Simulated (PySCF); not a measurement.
## `C1=CP2C=CC1C=C2`: 4 charge schemes on one density

Species: C7H7P.
Atom-mapped SMILES: `[CH:1]1=[CH:2][P:3]2[CH:4]=[CH:5][CH:6]1[CH:7]=[CH:8]2` (hydrogens: H9 on C1; H10 on C2; H11 on C4; H12 on C5; H13 on C6; H14 on C7; H15 on C8)

Cartesian coordinates in Å at the GFN2-xTB level; atoms count from 1:
```xyz
15
C7H7P angstrom
C      0.8819   -0.5393   -1.0686
C      1.5808   -0.7288    0.0370
P      0.8233   -0.1825    1.6236
C     -0.7956   -0.9583    1.2152
C     -1.2831   -0.7486    0.0048
C     -0.4777    0.1073   -0.9444
C     -0.2684    1.4387   -0.2621
C      0.3177    1.4427    0.9224
H      1.2194   -0.8176   -2.0548
H      2.5598   -1.1795    0.0678
H     -1.2829   -1.5507    1.9728
H     -2.2201   -1.1493   -0.3495
H     -0.9676    0.2166   -1.9114
H     -0.6090    2.3254   -0.7736
H      0.5170    2.3318    1.4989
```

Density: PBE0/pcSseg-1 (PySCF); schemes: Mulliken, IAO, Hirshfeld and ESP-fitted. Geometry: GFN2-xTB; no solvent, vibrations or thermal averaging.

Q: Give the atomic charges in each scheme.

A: In e:

```tsv
atom	environment	Mulliken	IAO	Hirshfeld	ESP-fitted
C1	alkene CH carbon	+0.057	-0.125	-0.040	-0.725
C2	alkene CH carbon	-0.355	-0.346	-0.110	+0.174
P3	phosphine phosphorus	+0.526	+0.462	+0.134	-0.304
C4	alkene CH carbon	-0.355	-0.346	-0.110	+0.147
C5	alkene CH carbon	+0.057	-0.125	-0.040	-0.701
C6	sp3 carbon at a ring junction	-0.416	-0.151	-0.026	+1.131
C7	alkene CH carbon	+0.057	-0.125	-0.040	-0.720
C8	alkene CH carbon	-0.355	-0.346	-0.110	+0.169
H9	vinylic hydrogen	+0.103	+0.155	+0.052	+0.223
H10	vinylic hydrogen	+0.121	+0.163	+0.045	+0.096
H11	vinylic hydrogen	+0.120	+0.163	+0.045	+0.105
H12	vinylic hydrogen	+0.103	+0.155	+0.052	+0.217
H13	methine hydrogen	+0.113	+0.149	+0.050	-0.132
H14	vinylic hydrogen	+0.103	+0.155	+0.052	+0.223
H15	vinylic hydrogen	+0.120	+0.163	+0.046	+0.097
```

Mean size of the charges over all atoms: ESP-fitted 0.344 e, IAO 0.209 e, Mulliken 0.198 e, Hirshfeld 0.064 e. Each set sums to the total charge, 0, to within 0.001 e. The IAO scheme counts the electrons in orthogonalised intrinsic atomic orbitals, a minimal basis polarised so that it spans the occupied orbitals exactly.

Lowest charge. The schemes don't all agree: Mulliken C6 (-0.416); IAO C2, C4 and C8 (-0.346); Hirshfeld C2, C4 and C8 (-0.110); ESP-fitted C1 (-0.725).

Highest charge. The schemes don't all agree: Mulliken P3 (+0.526); IAO P3 (+0.462); Hirshfeld P3 (+0.134); ESP-fitted C6 (+1.131).

Q: How many electrons does the Mulliken scheme count on C2?

A: Z − q = 6 − (-0.355) = 6.355.

Q: How closely do the schemes follow one another over all atoms?

A: Correlation coefficient and root-mean-square difference: IAO with Hirshfeld 1.00, 0.162 e; Mulliken with IAO 0.89, 0.112 e; Mulliken with Hirshfeld 0.86, 0.190 e; Hirshfeld with ESP-fitted 0.01, 0.466 e; IAO with ESP-fitted -0.05, 0.526 e; Mulliken with ESP-fitted -0.49, 0.621 e.

The run behind these numbers computed NMR shieldings as well. Cost: about 90 s of CPU time on one thread (with the writing of density and orbital grids); the machine was shared, so the figure is rough.
